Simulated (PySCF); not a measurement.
BrFH4N2Si, SMILES [Si](N)(Br)(F)N.

Coordinates come from a ωB97X-D3(BJ)/def2-SVP optimisation. This is a generated structure with no PubChem entry under its InChIKey; it may be hypothetical. Other conformers were not sampled.

The numbers are results of B3LYP/def2-TZVP (PySCF), not measurements.

Isolated molecule, no solvent.

Estimate the frontier levels, gap, dipole moment and polarisability. (Estimate from the structure and the level; the computed values follow.)


| Item | Result |
|---|---|
| highest occupied level | -7.63 eV |
| lowest empty level | 0.15 eV |
| orbital gap | 7.79 eV |
| dipole moment | 2.62 D |
| quadrupole, principal values (traceless, Buckingham form, about the centre of nuclear charge) | -9.83, 1.13, 8.69 D·Å |
| mean static polarisability | 56.3 bohr³ (8.34 Å³) |
| polarisability, principal values | 47.7, 54.5, 66.6 bohr³ |
